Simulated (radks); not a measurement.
The numbers below are computed, except where a source is named.
Polarisability of the silver ion Ag2+, [Kr] 4d9, at imaginary frequency. Code: a radial shooting solver on a logarithmic mesh with Libxc functionals. Model: non-relativistic Kohn-Sham, exchange-only LDA, spin-unpolarised, spherical densities, point nucleus; relativity is left out, which matters for an element this heavy. Response by self-consistent Sternheimer equations with the Hartree and adiabatic exchange-only LDA kernel.

| w (hartree) | alpha1(iw) (bohr^3) |
|---|---|
| 0.00266 | 6.180 |
| 0.0143 | 6.178 |
| 0.0360 | 6.168 |
| 0.0697 | 6.137 |
| 0.118 | 6.059 |
| 0.186 | 5.896 |
| 0.280 | 5.593 |
| 0.413 | 5.103 |
| 0.605 | 4.411 |
| 0.892 | 3.553 |
| 1.35 | 2.594 |
| 2.12 | 1.634 |
| 3.59 | 0.8198 |
| 6.94 | 0.2967 |
| 17.5 | 0.06786 |

Static values: alpha1 = 6.180 bohr^3 (0.9157 angstrom^3; uncoupled 9.343). C6 = 31.94, triple-dipole C9 = 135.9 atomic units. One-pole (London) frequency 4 C6 / (3 alpha1^2) = 1.115 hartree, against 1.027 for minus the highest occupied eigenvalue. The dipole shielding factor is 0.958, as the force sum rule N/Z = 0.957 demands.
